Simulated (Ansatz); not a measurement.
H3AlClSi, SMILES `[SiH3][Al-][Cl]` (lower singlet) (charge -1, multiplicity 1). This singlet lies 1.05 eV below the relaxed triplet at the level frozen-core CCSD(T)/aug-cc-pVDZ // PBE0-D3(BJ)/def2-TZVPD (Ansatz, a quantum-chemistry and plane-wave program).

Calculation: PBE/aug-cc-pVTZ // PBE0-D3(BJ)/def2-TZVPD in Ansatz.

Ansatz 0.2 input:
```yaml
crystal:
  periodic: [false, false, false]
  atoms:
    - { symbol: Si, position_ang: [-0.658515, -0.012907, 0.139928] }
    - { symbol: Al, position_ang: [1.756438, -0.585261, 1.008049] }
    - { symbol: Cl, position_ang: [2.73054, 0.195071, -0.898519] }
    - { symbol: H, position_ang: [-1.815154, -0.335921, 1.065781] }
    - { symbol: H, position_ang: [-0.924783, 1.442579, -0.178977] }
    - { symbol: H, position_ang: [-1.088527, -0.703562, -1.136262] }
basis:
  gaussian: { orbitals: aug-cc-pVTZ }
hamiltonian:
  xc: pbe
total_charge: -1
```

Output:

```
Functional definition: PBE
1222 factors; their error is unknown
mean field evaluation 1: about -27034.8011 eV, gradient 2.1e1 eV
mean field evaluation 2: about -27033.5276 eV, gradient 2.8e1 eV
mean field evaluation 4: about -27036.6116 eV, gradient 1.2e0 eV
mean field evaluation 8: about -27036.6167 eV, gradient 2.2e-2 eV
mean field evaluation 16: about -27036.5907 eV, gradient 5.1e-5 eV
mean field -27036.59068072 eV, -993.5763814571 hartree, gradient 5.1e-5 eV, S^2 0.000000; 0 other end points of the search recorded, 0 dependent functions left out
reference -27036.59074118 eV, -993.5763836791 hartree; 24, 24 occupied and 195, 195 virtual orbitals, 1222 factors
Total energy: -27036.59074118 eV, -993.5763836791 hartree
```
